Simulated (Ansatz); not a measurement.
Basis sets compared for Se(CN)2 (C2SeN2). Charge 0, multiplicity 1. Geometry PBE0-D4/def2-SVP. Ansatz on 4 threads of Arm Neoverse V1 on a shared host; times are rough, and most runs start from earlier orbitals.

Cartesian coordinates in Å:
```
Se -0.254 -0.266 -1.205
C -1.219 0.624 0.082
N -1.895 1.198 0.830
C 1.205 -0.639 -0.149
N 2.163 -0.917 0.442
```

The 6-31G sets use Cartesian d functions.

Binding counts from free atoms (Se triplet, C triplet, N quartet) in the same basis, without a counterpoise term.

```csv
level,functions,energy (Eh),HOMO (eV),LUMO (eV),binding per atom (eV),wall time
HF/STO-3G,38,-2555.7888,-9.10,6.08,2.32,0.15 s
HF/6-31G,65,-2583.9608,-11.14,1.66,1.94,0.4 s
PBE-D4/def2-SVP,88,-2586.1977,-7.29,-2.99,5.07,0.6 s
PBE-D4/def2-TZVP,172,-2586.7063,-7.44,-3.20,5.04,1.2 s
r2SCAN-D4/def2-TZVP,172,-2587.1561,-7.72,-3.09,4.64,2.4 s
PBE0-D4/def2-SVP,88,-2586.2607,-8.53,-2.09,4.74,0.9 s
PBE0-D4/def2-TZVP,172,-2586.7689,-8.61,-2.26,4.71,1.8 s
```

Question: Estimate the rows for PBE-D4/def2-TZVPD, r2SCAN-D4/def2-TZVPD, PBE0-D4/def2-TZVPD.

Answer: 
| level | functions | energy (Eh) | HOMO (eV) | LUMO (eV) | binding per atom (eV) | wall time |
| --- | --- | --- | --- | --- | --- | --- |
| PBE-D4/def2-TZVPD | 205 | -2586.7072 | -7.45 | -3.23 | 5.04 | 1.7 s |
| r2SCAN-D4/def2-TZVPD | 205 | -2587.1567 | -7.72 | -3.11 | 4.64 | 3.2 s |
| PBE0-D4/def2-TZVPD | 205 | -2586.7696 | -8.62 | -2.30 | 4.71 | 2.4 s |
